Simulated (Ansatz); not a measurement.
The same path of F2GeH2 + H3Si (9 atoms, charge 0, multiplicity 2) was run twice with different band settings. Lost on the way: Ge1–H2. Made: H2–Si6.

The calculation used Ansatz 0.2.0, UKS B3LYP/def2-SVP.

Relaxed end points:

```xyz
9
Properties=species:S:1:pos:R:3
Ge 0.063 0.000 -0.578
H -0.062 0.000 0.951
H 1.457 0.000 -1.214
F -0.800 1.378 -1.188
F -0.799 -1.379 -1.188
Si 0.003 0.000 4.435
H -0.763 -1.198 4.886
H 1.427 -0.068 4.878
H -0.646 1.265 4.886
```

```xyz
9
Properties=species:S:1:pos:R:3
Ge 0.016 0.002 -0.655
H -0.003 0.000 2.606
H 1.471 0.001 -1.261
F -0.810 1.376 -1.350
F -0.810 -1.377 -1.341
Si 0.001 0.000 4.101
H -0.756 -1.185 4.592
H 1.410 -0.067 4.583
H -0.640 1.251 4.592
```

Common settings: spring 5.0 eV/Å²; optimiser quadratic models (default); start path through a guess of the saddle point; force threshold 0.03 eV/Å; iteration limit 60; end points relaxed.

| run | movable images | climbing image |
| --- | --- | --- |
| 1 | 5 | yes |
| 2 | 8 | no |

Q: What does each run give, and how far can it be trusted?

A: Run 1: converged after 12 iterations, highest image 0.133 eV above the first end. A vibrational analysis at the climbing image gives one clearly imaginary mode, 410i cm⁻¹, and a faint second one (19i cm⁻¹) that may be numerical noise or a soft torsion: probably a first-order saddle point.
Run 2: converged after 14 iterations, highest image 0.134 eV above the first end. No image climbed, so the highest image needn't sit at the top of the path.
